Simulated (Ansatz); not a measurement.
`[F][SnH3]` + `CCO` → `CC[O][SnH3]` + H–F at 600 K and 1 bar (ligand exchange at the Sn–F bond).

Isolated molecules relaxed with PBE0-D4/def2-TZVP in Ansatz; ΔE leaves out vibrations. CBS: MP2 limit from def2 TZ/QZ plus the TZ coupled-cluster correction, frozen cores. This one scheme is used for every species. Elements past krypton have def2 core potentials. For Sn outer-core shells are correlated without core-valence functions, which leaves a few kJ/mol of doubt a bond. Each species was taken in one conformer, which may not be the lowest.

| species | CCSD(T)/CBS energy (Eh) | H − E (kJ/mol) | S (J/(mol·K)) |
| --- | --- | --- | --- |
| `[F][SnH3]` | -315.62493 | 91.4 | 313.0 |
| `CCO` | -154.88256 | 250.6 | 328.9 |
| `CC[O][SnH3]` | -370.09955 | 299.4 | 451.5 |
| H–F | -100.39570 | 42.3 | 194.0 |

H − E and S are ideal-gas, rigid-rotor, harmonic terms from PBE0-D4/def2-TZVP, for one conformer and one mirror image of each species. 1 Eh = 2625.50 kJ/mol, R = 8.31446 J/(mol·K).

Problem. By hand: ΔE, ΔH, ΔS and ΔG.

Solution. ΔE = (-370.09955) + (-100.39570) − (-315.62493) − (-154.88256) = 0.01224 Eh = 32.1 kJ/mol. Δ(H − E) = 299.4 + 42.3 − 91.4 − 250.6 = -0.3, so ΔH = 31.8 kJ/mol. ΔS = 451.5 + 194.0 − 313.0 − 328.9 = 3.6 J/(mol·K). ΔG = 31.8 − 600 × (3.6)/1000 = 29.6 kJ/mol.

Problem. By hand: the equilibrium constant, and the temperature at which ΔG would vanish if ΔH and ΔS stayed fixed.

Solution. log₁₀ K = −ΔG/(RT ln 10) = -2.6. ΔG = 0 at ΔH/ΔS = 8833 K, far beyond where these terms or the molecules hold.

The number of gas molecules stays the same, so ΔS is small and ΔH decides. A doubt of 5 kJ/mol in ΔE shifts log₁₀ K by 0.4 here. Other conformers and mirror images would add mixing entropy, several J/(mol·K) or more a flexible species. Modes under 60 cm⁻¹, often nearly free rotors, make the harmonic entropy too high. These are equilibria of isolated gas molecules and say nothing of rates. Largest T1 diagnostic: 0.014 (customary marks: 0.02 for closed shells, 0.045 for open ones).
